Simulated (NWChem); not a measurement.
System: C$_{3}$H$_{7}$NSi; SMILES C[SiH2]CC#N

Input file for NWChem:

```
start job
memory heap 200 mb stack 900 mb global 1100 mb
geometry units angstroms noautosym nocenter noautoz
  C      0.342063     2.492618     0.000000
  Si    -0.517860     0.814391     0.000000
  C      0.801940    -0.583428     0.000000
  C      0.197462    -1.908227     0.000000
  N     -0.321478    -2.948022     0.000000
  H     -0.396748     3.302102     0.000000
  H      0.973609     2.618746     0.886795
  H      0.973609     2.618746    -0.886795
  H     -1.363972     0.646387    -1.209555
  H     -1.363972     0.646387     1.209555
  H      1.445196    -0.475505     0.882434
  H      1.445196    -0.475505    -0.882434
end
basis spherical
  C library 6-31g*
  Si library 6-31g*
  N library 6-31g*
  H library 6-31g*
end
dft
  xc xcamb88 1.00 lyp 0.81 vwn_5 0.19 hfexch 1.00
  cam 0.33 cam_alpha 0.19 cam_beta 0.46
  iterations 150
end
property
  efieldgrad
end
task dft property
```

Coordinates come from a B3LYP/6-31G* (spherical d) optimisation.

Vzz is the largest principal value of the second derivative of the potential at the nucleus (NWChem prints the opposite sign); η is the asymmetry. Non-relativistic.

Atoms are numbered as in the input.

### Question
What results follow from this input? (CAM-B3LYP/6-31G* (spherical d).) Quantities: Vzz N5 (a.u.); η N5.

### Answer
| Item | Value |
|---|---|
| Vzz N5 (a.u.) | -0.731 |
| η N5 | 0.11 |
